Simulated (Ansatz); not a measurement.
Reaction (silylene formation by 1,1-elimination): `F[CH]([SiH3])[AlH][SiH3]` → `F[CH2][AlH][SiH3]` + `[SiH2]`

Computed with Ansatz on PBE0-D4/def2-TZVP structures; ΔE is electronic, products minus reactants. CCSD(T)/CBS is the MP2 limit (def2-TZVPP, def2-QZVPP) plus CCSD(T) − MP2 in def2-TZVPP, frozen cores. This one scheme is used for every species. DFT in def2-TZVPP. B3LYP here is the variant with VWN-RPA as its local correlation; programs differ in this. One conformer a species, not always the lowest.

(1) Is it downhill or uphill in electronic energy at CCSD(T)/CBS, and by how much? (Estimate.)

(2) What do these levels give: PBE-D4, r2SCAN-D4, PBE, B3LYP, CCSD(T)/def2-TZVPP, SCS-MP2/def2-QZVPP? (Estimate.)

Largest T1 diagnostic among the species: 0.014.

## Answers

(1) Computed: Uphill: ΔE = +2.37 eV.

(2) Ansatz gave: PBE-D4 2.45, r2SCAN-D4 2.60, PBE 2.35, B3LYP 2.16, CCSD(T)/def2-TZVPP 2.30, SCS-MP2/def2-QZVPP 2.40 eV.

The D4 term adds +0.17 eV with B3LYP and +0.09 eV with PBE0; it sums over pairs of atoms, weighted by their polarisabilities, and B3LYP, whose exchange is more repulsive, gets the larger term. In def2-TZVPP, CCSD(T) changes the Hartree–Fock value by +0.23 eV (the triples alone add +0.07 eV) and MP2 by +0.43 eV. From PBE to PBE0 (25 % exact exchange), in def2-TZVPP and without D4, ΔE moves by +0.06 eV.
